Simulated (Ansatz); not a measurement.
`CC(C)C(=O)C(C)(C)C`, relaxed with RKS PBE0-D4/def2-TZVP in Ansatz from a PBE-D4/def2-SVP geometry. The force threshold is 0.005 eV/Å; the program also tests the step.

Charge 0, multiplicity 1.

Start:

```xyz
25

C     2.595   -0.326   -0.119
C     1.334    0.475   -0.484
C     1.618    1.985   -0.531
C     0.257    0.211    0.582
O     0.487    0.512    1.745
C    -1.115   -0.429    0.227
C    -2.198    0.576    0.677
C    -1.295   -0.758   -1.262
C    -1.228   -1.720    1.068
H     2.406   -1.419   -0.131
H     2.934   -0.050    0.900
H     3.415   -0.114   -0.835
H     0.977    0.146   -1.478
H     2.433    2.209   -1.250
H     1.923    2.342    0.473
H     0.723    2.563   -0.841
H    -2.155    1.511    0.081
H    -2.057    0.839    1.743
H    -3.209    0.137    0.547
H    -2.296   -1.207   -1.428
H    -1.231    0.146   -1.901
H    -0.543   -1.490   -1.622
H    -1.074   -1.493    2.140
H    -0.471   -2.470    0.760
H    -2.231   -2.176    0.939
```

```tsv
step	energy (eV)	largest force (eV/Å)	largest move (Å)
1	-10596.2335	1.131	0.000
2	-10596.3308	0.182	0.031
3	-10596.3388	0.072	0.014
4	-10596.3389	0.033	0.006
5	-10596.3389	0.004	0.002
```

End:

```xyz
25

C     2.576   -0.320   -0.117
C     1.321    0.470   -0.476
C     1.607    1.967   -0.528
C     0.256    0.209    0.581
O     0.483    0.506    1.730
C    -1.102   -0.423    0.231
C    -2.182    0.569    0.672
C    -1.280   -0.748   -1.247
C    -1.222   -1.705    1.057
H     2.390   -1.397   -0.116
H     2.926   -0.035    0.877
H     3.370   -0.116   -0.839
H     0.966    0.144   -1.454
H     2.398    2.177   -1.251
H     1.928    2.321    0.454
H     0.722    2.538   -0.821
H    -2.134    1.494    0.091
H    -2.061    0.819    1.726
H    -3.172    0.130    0.524
H    -2.268   -1.189   -1.404
H    -1.216    0.144   -1.875
H    -0.540   -1.471   -1.600
H    -1.089   -1.489    2.118
H    -0.470   -2.442    0.760
H    -2.208   -2.153    0.909
```

Run time 19 s (4 threads of an AMD EPYC 7R13 on a shared host and a share of an NVIDIA H100 80 GB); peak host memory 1 GiB.
